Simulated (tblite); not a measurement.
Species: C₅H₈O₂S.
Bonds: C1–S2, S2–O3 (double), S2–O4 (double), S2–C5, C5–C6 (double), C6–C7, C7–C8, C5–C8. Hydrogens: H9, H10, H11 on C1; H12 on C6; H13, H14 on C7; H15, H16 on C8.

Computed with GFN2-xTB (tblite), gas phase: Langevin dynamics at 600 K from the optimised GFN2-xTB geometry, time step 0.5 fs, friction 0.01 fs⁻¹, 2000 steps.

Start geometry:
```
atom  x, y, z in Å
C1      2.367    0.178   -0.489
S2      1.325   -0.304    0.921
O3      1.598    0.586    2.017
O4      1.472   -1.718    1.133
C5     -0.329    0.003    0.340
C6     -1.208    0.985    0.527
C7     -2.279    0.312   -0.288
C8     -1.254   -0.834   -0.500
H9      2.107   -0.449   -1.332
H10     3.401    0.022   -0.205
H11     2.184    1.224   -0.696
H12    -1.185    1.913    1.066
H13    -3.167    0.030    0.275
H14    -2.575    0.839   -1.192
H15    -0.939   -0.988   -1.530
H16    -1.526   -1.790   -0.058
```

The statistics below take the 31 frames saved every 25 fs from 250 to 1000 fs; their kinetic temperature (all 3N coordinates) averages 595 K.

Q: How do the bond lengths spread?

A: 
```tsv
bond	start (Å)	mean (Å)	standard deviation (Å)	shortest (Å)	longest (Å)
C1–S2	1.819	1.838	0.060	1.739	1.986
S2=O3	1.437	1.440	0.030	1.377	1.514
S2=O4	1.438	1.445	0.037	1.378	1.531
S2–C5	1.780	1.799	0.047	1.696	1.885
C5=C6	1.332	1.334	0.021	1.294	1.368
C6–C7	1.505	1.508	0.036	1.440	1.588
C7–C8	1.553	1.556	0.049	1.458	1.670
C5–C8	1.504	1.507	0.032	1.412	1.572
C1–H9	1.082	1.087	0.029	1.029	1.146
C1–H10	1.083	1.086	0.033	1.018	1.168
C1–H11	1.082	1.102	0.043	0.992	1.174
C6–H12	1.073	1.088	0.050	0.996	1.187
C7–H13	1.088	1.100	0.051	1.007	1.220
C7–H14	1.088	1.097	0.033	1.043	1.172
C8–H15	1.088	1.093	0.036	1.011	1.170
C8–H16	1.087	1.097	0.036	1.013	1.161
```

Q: How far does each atom move about its mean position (frames aligned on the start, all atoms weighted alike), and what rms force does it feel?

A: 
```json
{"atom": "C1", "rms displacement (Å)": "0.20", "rms force (eV/Å)": "2.82"}
{"atom": "S2", "rms displacement (Å)": "0.18", "rms force (eV/Å)": "3.05"}
{"atom": "O3", "rms displacement (Å)": "0.52", "rms force (eV/Å)": "1.74"}
{"atom": "O4", "rms displacement (Å)": "0.49", "rms force (eV/Å)": "2.02"}
{"atom": "C5", "rms displacement (Å)": "0.16", "rms force (eV/Å)": "1.99"}
{"atom": "C6", "rms displacement (Å)": "0.21", "rms force (eV/Å)": "2.80"}
{"atom": "C7", "rms displacement (Å)": "0.10", "rms force (eV/Å)": "2.78"}
{"atom": "C8", "rms displacement (Å)": "0.21", "rms force (eV/Å)": "2.54"}
{"atom": "H9", "rms displacement (Å)": "0.81", "rms force (eV/Å)": "1.31"}
{"atom": "H10", "rms displacement (Å)": "0.77", "rms force (eV/Å)": "1.35"}
{"atom": "H11", "rms displacement (Å)": "0.76", "rms force (eV/Å)": "1.49"}
{"atom": "H12", "rms displacement (Å)": "0.42", "rms force (eV/Å)": "1.60"}
{"atom": "H13", "rms displacement (Å)": "0.26", "rms force (eV/Å)": "1.64"}
{"atom": "H14", "rms displacement (Å)": "0.29", "rms force (eV/Å)": "1.20"}
{"atom": "H15", "rms displacement (Å)": "0.39", "rms force (eV/Å)": "1.29"}
{"atom": "H16", "rms displacement (Å)": "0.35", "rms force (eV/Å)": "1.27"}
```

The displacements run from 0.10 to 0.81 Å, the largest at H9.

Q: Follow the torsion C1–S2–C5–C6 through every second one of these frames.

A: 
```csv
t (fs),C1–S2–C5–C6 (°)
250,-99
300,-107
350,-136
400,-129
450,-150
500,-166
550,-159
600,-134
650,-135
700,-130
750,-105
800,-99
850,-117
900,-120
950,-120
1000,-135
```

Largest departure from the start value over all these frames: C1–S2–C5–C6 67° (start -101°).

The run is classical and short, so these are rough statistics of one trajectory.

The cost below is that of the whole dynamics run. On an Intel Xeon Platinum 8375C at 2.90 GHz with one thread, shared host with 64 logical CPUs at a one-minute load of 7.2, this took 14 s of wall time and 0.18 GiB of memory at its peak.
